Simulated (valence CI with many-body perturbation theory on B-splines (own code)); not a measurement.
# Pt LV: E2, M1 decay

Method: configuration interaction combined with many-body perturbation theory (CI+MBPT): six valence electrons over a frozen Dirac-Fock core [Ar], radial functions for each j: 7 s, 7 p, 8 d, 6 f, 4 g, 1 h, with the one-electron correlation potential Σ1, the two-electron term Σ2, the three-electron term Σ3, Breit, model QED; selected CI, second order for the rest, scaled by the run's own slope (own B-spline code, finite nucleus).

No measured spectrum was set against this ion. As an estimate, large intervals hold to a few tenths of a per cent, small ones and those within an open d or f shell to about a per cent. Core correlation moves these levels by up to 18000 cm⁻¹, and in measured spectra 5 to 20 % of such shifts remained as error; rates that hang on mixing are uncertain with them. Among the levels kept, up to 1100 cm⁻¹ of a level comes from second order outside the variational space, and about a tenth of that is noise between levels of different J, which matters for small intervals. The list stops below the first excitations out of the core. Only levels of the ground parity were solved; by the run's estimate the other parity begins above the list, which can be wrong where configurations are misplaced.

Lines 1 to 50 of 90 in falling wavelength, among levels below 2223600 cm⁻¹, chosen from the decays that carry over 1 % of a level's rate. Wavelengths and rates use the calculated energies. Electric multipoles are in the length gauge with retardation, E1 and E2 with the static RPA response of the core. M1 uses the relativistic operator with retardation. S is in atomic units (e²a₀⁴ for E2 and M2, e²a₀⁶ for E3), for M1 in squared Bohr magnetons. Weak lines are less certain than strong ones. Lines between different terms over intervals too small for the method are left out, as are lines whose strength nearly cancels. The highest levels of a list are the least certain.

Levels are named by their leading jj configuration (3d3/2^4 stands for four electrons in 3d with j = 3/2), which in mixed levels can hold well under half, so a name can repeat and another be missing. Letters in brackets count levels of one name in rising energy.

```csv
λ vac (nm),Upper,Lower,Type,A (s⁻¹),S (a.u.)
146.4,(3d3/2^4 3d5/2^2) J=2,(3d3/2^4 3d5/2^2) J=4,E2,2.58e-02,7.74e-04
83.33,(3d3/2^3 3d5/2^3) J=4 [b],(3d3/2^3 3d5/2^3) J=3 [b],M1,3.58e+03,6.90e-01
76.98,(3d3/2^3 3d5/2^3) J=2 [b],(3d3/2^3 3d5/2^3) J=3 [b],M1,1.26e+04,1.06e+00
61.77,(3d3/2^4 3d5/2^2) J=0,(3d3/2^4 3d5/2^2) J=2,E2,7.06e+00,5.67e-04
54.26,(3d3/2^3 3d5/2^3) J=0,(3d3/2^3 3d5/2^3) J=1 [a],M1,7.12e+04,4.21e-01
51.39,(3d3/2^3 3d5/2^3) J=4 [b],(3d3/2^3 3d5/2^3) J=5,M1,9.78e+03,4.43e-01
42.41,(3d3/2^3 3d5/2^3) J=1 [b],(3d3/2^3 3d5/2^3) J=1 [a],M1,4.33e+04,3.67e-01
38.23,(3d3/2^3 3d5/2^3) J=4 [b],(3d3/2^3 3d5/2^3) J=4 [a],M1,2.41e+04,4.50e-01
35.70,(3d3/2^3 3d5/2^3) J=2 [b],(3d3/2^3 3d5/2^3) J=3 [a],M1,5.79e+04,4.89e-01
21.73,(3d3/2^2 3d5/2^4) J=0 [a],(3d3/2^3 3d5/2^3) J=1 [b],M1,4.08e+05,1.55e-01
20.93,(3d3/2^2 3d5/2^4) J=0 [b],(3d3/2^2 3d5/2^4) J=1,M1,2.87e+05,9.75e-02
20.82,(3d3/2^3 3d5/2^3) J=1 [a],(3d3/2^4 3d5/2^2) J=0,M1,9.80e+05,9.85e-01
19.98,(3d3/2^2 3d5/2^4) J=3 [a],(3d3/2^3 3d5/2^3) J=3 [c],M1,1.29e+05,2.67e-01
19.57,(3d3/2^2 3d5/2^4) J=3 [a],(3d3/2^3 3d5/2^3) J=2 [b],M1,3.11e+05,6.05e-01
18.93,(3d3/2^2 3d5/2^4) J=5,(3d3/2^3 3d5/2^3) J=4 [b],M1,8.64e+05,2.39e+00
17.75,(3d3/2^2 3d5/2^4) J=2 [a],(3d3/2^3 3d5/2^3) J=3 [b],M1,2.05e+05,2.13e-01
17.26,(3d3/2^2 3d5/2^4) J=3 [b],(3d3/2^3 3d5/2^3) J=2 [b],M1,2.92e+05,3.90e-01
16.97,(3d3/2^2 3d5/2^4) J=3 [b],(3d3/2^3 3d5/2^3) J=4 [b],M1,1.65e+06,2.09e+00
16.73,(3d3/2^2 3d5/2^4) J=1,(3d3/2^3 3d5/2^3) J=2 [b],M1,1.39e+06,7.26e-01
16.69,(3d3/2^2 3d5/2^4) J=1,(3d3/2^3 3d5/2^3) J=1 [b],M1,1.52e+06,7.88e-01
16.69,(3d3/2^3 3d5/2^3) J=3 [a],(3d3/2^4 3d5/2^2) J=2,M1,1.87e+06,2.25e+00
16.60,(3d3/2^2 3d5/2^4) J=4 [b],(3d3/2^3 3d5/2^3) J=3 [c],M1,2.71e+05,4.14e-01
16.32,(3d3/2^2 3d5/2^4) J=4 [a],(3d3/2^3 3d5/2^3) J=3 [b],M1,4.39e+05,6.36e-01
16.06,(3d3/2^2 3d5/2^4) J=4 [b],(3d3/2^3 3d5/2^3) J=4 [b],M1,7.35e+04,1.02e-01
15.96,(3d3/2^2 3d5/2^4) J=2 [b],(3d3/2^3 3d5/2^3) J=2 [b],M1,2.67e+05,2.01e-01
15.93,(3d3/2^2 3d5/2^4) J=2 [b],(3d3/2^3 3d5/2^3) J=1 [b],M1,1.25e+05,9.38e-02
15.60,(3d3/2^2 3d5/2^4) J=3 [a],(3d3/2^3 3d5/2^3) J=3 [b],M1,5.16e+05,5.09e-01
15.57,(3d3/2^3 3d5/2^3) J=1 [a],(3d3/2^4 3d5/2^2) J=2,M1,7.55e+06,3.17e+00
15.37,(3d3/2^2 3d5/2^4) J=1,(3d3/2^3 3d5/2^3) J=0,M1,1.93e+06,7.80e-01
15.30,(3d3/2^2 3d5/2^4) J=3 [a],(3d3/2^3 3d5/2^3) J=2 [a],M1,1.67e+06,1.55e+00
14.98,(3d3/2^3 3d5/2^3) J=3 [a],(3d3/2^4 3d5/2^2) J=4,M1,5.74e+06,5.01e+00
14.91,(3d3/2^2 3d5/2^4) J=2 [a],(3d3/2^3 3d5/2^3) J=1 [a],M1,3.63e+06,2.23e+00
14.79,(3d3/2^3 3d5/2^3) J=4 [a],(3d3/2^4 3d5/2^2) J=4,M1,6.70e+06,7.24e+00
14.55,(3d3/2^2 3d5/2^4) J=4 [a],(3d3/2^3 3d5/2^3) J=5,M1,1.89e+06,1.95e+00
14.37,(3d3/2^2 3d5/2^4) J=0 [a],(3d3/2^3 3d5/2^3) J=1 [a],M1,1.73e+07,1.90e+00
14.10,(3d3/2^2 3d5/2^4) J=3 [b],(3d3/2^3 3d5/2^3) J=3 [b],M1,3.34e+06,2.43e+00
14.01,(3d3/2^2 3d5/2^4) J=2 [a],(3d3/2^3 3d5/2^3) J=3 [a],M1,1.19e+07,6.09e+00
13.97,(3d3/2^3 3d5/2^3) J=1 [b],(3d3/2^4 3d5/2^2) J=0,M1,2.98e+06,9.02e-01
13.93,(3d3/2^2 3d5/2^4) J=2 [c],(3d3/2^3 3d5/2^3) J=3 [c],M1,3.40e+06,1.70e+00
13.85,(3d3/2^2 3d5/2^4) J=3 [b],(3d3/2^3 3d5/2^3) J=2 [a],M1,2.07e+06,1.43e+00
13.83,(3d3/2^2 3d5/2^4) J=5,(3d3/2^3 3d5/2^3) J=5,M1,1.99e+06,2.15e+00
13.80,(3d3/2^2 3d5/2^4) J=5,(3d3/2^3 3d5/2^3) J=6,M1,4.03e+06,4.32e+00
13.72,(3d3/2^2 3d5/2^4) J=2 [c],(3d3/2^3 3d5/2^3) J=2 [b],M1,3.78e+06,1.81e+00
13.70,(3d3/2^2 3d5/2^4) J=2 [c],(3d3/2^3 3d5/2^3) J=1 [b],M1,1.79e+06,8.53e-01
13.58,(3d3/2^3 3d5/2^3) J=2 [a],(3d3/2^4 3d5/2^2) J=2,M1,4.37e+06,2.03e+00
13.51,(3d3/2^2 3d5/2^4) J=1,(3d3/2^3 3d5/2^3) J=2 [a],M1,1.42e+06,3.88e-01
13.49,(3d3/2^3 3d5/2^3) J=6,(3d3/2^4 3d5/2^2) J=4,E2,1.04e+02,5.39e-05
13.46,(3d3/2^2 3d5/2^4) J=4 [b],(3d3/2^3 3d5/2^3) J=3 [b],M1,1.03e+06,8.42e-01
13.46,(3d3/2^3 3d5/2^3) J=5,(3d3/2^4 3d5/2^2) J=4,M1,1.45e+06,1.44e+00
13.42,(3d3/2 3d5/2^5) J=1,(3d3/2^2 3d5/2^4) J=0 [a],M1,5.18e+06,1.39e+00
```
